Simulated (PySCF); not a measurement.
SMILES O[Si](C)(C)C#C[SiH3] (C₄H₁₀OSi₂) at its GFN2-xTB optimised geometry (Å):

```
17

Si    -1.3952     2.3730     0.0178
C     -0.7582     0.6382     0.0083
C     -0.3375    -0.4974     0.0000
Si     0.3113    -2.2441     0.0000
C      2.2067    -2.2441     0.0000
C     -0.4296    -3.1199     1.5204
O     -0.0917    -3.0053    -1.3916
H     -2.6008     2.4267    -0.8156
H     -1.7147     2.7415     1.4005
H     -0.3578     3.2557    -0.5230
H      2.5981    -1.7277     0.8707
H      2.6008    -3.2557     0.0057
H      2.5921    -1.7452    -0.8833
H     -0.1047    -2.6524     2.4440
H     -0.1324    -4.1644     1.5581
H     -1.5160    -3.0875     1.5067
H     -1.0006    -3.1527    -1.6374
```

Computed with B3LYP/def2-SVP run with PySCF. Cells within 0.4 Å of a nucleus heavier than hydrogen are left out (blank, or x).

Map of the Laplacian of the electron density (e/bohr⁵), clipped to [-1.50, 1.50] on the plane z = 0.0 Å:

```
|5555555555555555555555555555555|
|5555555555555555555555555555555|
|5555555555555555555555555555555|
|5555555555555555555555555555555|
|5555555555555555555555555555555|
|5555555555555555555555555555555|
|5555555555554445555555555555555|
|5555555555699445555555555555555|
|55555555559xx745555555555555555|
|55555555559xx755555555555555555|
|5555555555799555555555555555555|
|5555555555544455555555555555555|
|5555555555542245555555555555555|
|555555555555xx95555555555555555|
|5555555555556x24555555555555555|
|5555555555554214555555555555555|
|55555555555556xx555555555555555|
|55555555555555x5555555555555555|
|5555555555555533455555555555555|
|5555555555555544555555555555555|
|5555555555555559994448455555555|
|555555555555557xx943xxx55555555|
|5555555555555569x9443x355555555|
|5555555555555556755553145555555|
|5555555555555555555554045555555|
|5555555555555555555555555555555|
|5555555555555555555555555555555|
|5555555555555555555555555555555|
|5555555555555555555555555555555|
|5555555555555555555555555555555|
|5555555555555555555555555555555|
```
Scale: ten equal steps from -1.50 (start of '0') to 1.50 (end of '9'), in the order '0123456789'; x runs from -5.50 to 5.50, y from -5.50 (bottom) to 5.50 (top).
